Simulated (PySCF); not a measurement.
Hg: ionisation energy

Hg [Xe] 4f14 5d10 6s2 (1S) → Hg+ [Xe] 4f14 5d10 6s1 (2S), as a difference of total energies. Calculation: PySCF 2.14, in x2c-TZVPPall with one added diffuse shell each of s, p, d, f type (12s8p8d4f1g, 113 functions); the spin-free X2C one-electron Hamiltonian (Gaussian nucleus). Correlated levels: valence: [Xe] 4f14 frozen; valence and next inner shell: [Kr] 4d10 4f14 frozen. The calculations carry no spin-orbit coupling.

| method | ionisation energy (eV) |
| --- | --- |
| UHF | 8.517 |
| LDA | 10.878 |
| PBE | 10.490 |
| PBE0 | 10.185 |
| r2SCAN | 10.409 |
| BP86 | 10.679 |
| M06 | 10.350 |
| TPSSh | 10.208 |
| MP2 (valence) | 10.366 |
| SCS-MP2 (valence) | 10.299 |
| MP2 (valence and next inner shell) | 10.502 |
| SCS-MP2 (valence and next inner shell) | 10.386 |

Question: How much does correlation contribute at MP2 (valence and next inner shell)?

Answer: 10.502 − (8.517) = 1.985 eV, measured against UHF.

Errors of the correlated levels include the incompleteness of this basis and the frozen core.

For comparison: 10.438 eV (measured; NIST Atomic Spectra Database, ionization energies).
